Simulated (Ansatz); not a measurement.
Diatomic MgN, multiplicity 4 (lowest of 2S+1 = 2, 4 at CCSD(T)/def2-TZVPP on PBE0 minima; our sources give no spin for the ground state, which may be another).

The constants come from a fifth-degree fit in 1/R (seven points, main isotopes). Runs in def2 and cc sets follow the lowest solution found near the PBE0 minimum.

Run with Ansatz (a first-principles code) with Gaussian orbitals. Each number belongs to the level named beside it.

Energies at PBE/def2-TZVPP:

```
R (Å)       E (hartree)
--------  -------------
1.927739  -254.50993350
1.979560  -254.51264680
2.027236  -254.51409457
2.081129  -254.51477687
2.135023  -254.51467199
2.197208  -254.51382257
2.269758  -254.51213753
```

With a reduced mass of 8.8413 u, find the minimum, the force constant and the constants.

A fifth-degree polynomial in 1/R puts the minimum at r_e = 2.0994 Å with force constant 107 N/m. Then ω_e = (1/2πc)√(k/μ) = 453 cm⁻¹ and B_e = h/(8π²cμr_e²) = 0.4326 cm⁻¹; the cubic and quartic terms give α_e = 0.0064 and ω_e x_e = 5.7 cm⁻¹.
